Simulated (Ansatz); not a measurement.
The cluster Cu4S4, relaxed as a singlet with RKS PBE-D4/def2-SVP in Ansatz, starting from the GFN2-xTB geometry. Force threshold 0.02 eV/Å.

The restricted singlet is unstable towards broken spin symmetry at other levels; at PBE-D4/def2-SVP this wasn't settled. An occupied level of the charge 0 singlet lies above an empty one (by up to 0.00 eV), so this SCF solution is probably not the lowest. The relaxation made no stability test and no search for a lower SCF solution. No other spin state of charge 0 was run. Another isomer (singlet) lies 0.49 eV lower at PBE0-D4/def2-TZVP; other spin states weren't run for this one.

Start:

| atom | x (Å) | y (Å) | z (Å) |
| --- | --- | --- | --- |
| Cu1 | -0.7497 | 0.9397 | 1.7332 |
| Cu2 | 1.0058 | 0.8101 | -0.4840 |
| Cu3 | -1.0592 | -0.7487 | -0.5085 |
| Cu4 | 0.9528 | -1.2125 | 1.3418 |
| S5 | -0.9925 | -0.3485 | -2.6471 |
| S6 | 0.6377 | 0.8384 | -2.6313 |
| S7 | -1.2650 | -1.2176 | 1.5817 |
| S8 | 1.4701 | 0.9392 | 1.6140 |

```
step   energy (eV)  largest force component (eV/Å)  SCF passes
   1  -221828.4004                           1.188          77
   2  -221828.6792                           0.323          36
   3  -221828.7322                           0.207          38
   4  -221828.7505                           0.067          39
   5  -221828.7546                           0.031          32
   6  -221828.7556                           0.008          31
```

Force components are those of the run's own axes.

End:

Cartesian coordinates in Å:
```
Cu -0.6514 0.8254 1.4257
Cu 1.0484 0.8538 -0.4628
Cu -1.0942 -0.7915 -0.4792
Cu 0.8437 -1.0928 1.4540
S -1.0363 -0.3336 -2.6103
S 0.6207 0.9099 -2.6019
S -1.3647 -1.3559 1.6242
S 1.6337 0.9846 1.6504
```

By distances, no bond broke or formed. The bond that changes most is Cu2–Cu3, from 2.59 to 2.70 Å (atoms count from 1).

No frequencies were taken in this run, so the end may be a saddle point.

Hardware: 4 threads of Arm Neoverse V2 on a shared host. Wall time 30 s.
